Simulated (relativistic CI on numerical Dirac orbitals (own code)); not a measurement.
**Spin-allowed bands of a d3 ion in an octahedral site, by hand**

Problem. A d3 ion in an octahedral site has a 4A2 ground term and spin-allowed bands at ν1 = 21500 and ν2 = 30538 cm⁻¹ (from a computed ligand-field model). Find Δ and the Racah parameter B, and predict the third band.

Working.
1. The F term splits into A2 (−1.2Δ), T2 (−0.2Δ) and T1 (+0.6Δ), so ν1 = E(T2) − E(A2) = Δ = 21500 cm⁻¹.
2. T1(F) mixes with T1(P), which lies at 15B, through an element 0.4Δ. The two roots, counted from A2, are ν2,3 = ½(15B + 3Δ) ∓ ½√[(15B − Δ)² + 12BΔ].
3. Solving the lower root for B gives B = (2ν1² + ν2² − 3ν1ν2)/(15ν2 − 27ν1) = -112631556/-122430 = 920 cm⁻¹.
4. The sum of the roots is 15B + 3Δ, so ν3 = 15B + 3ν1 − ν2 = 47762 cm⁻¹ (209 nm).

Check. The bands were computed by exact diagonalisation of the d3 shell with B = 920 and Δ = 21500 cm⁻¹, which gives ν3 = 47762 cm⁻¹. C does not enter the terms of highest spin.
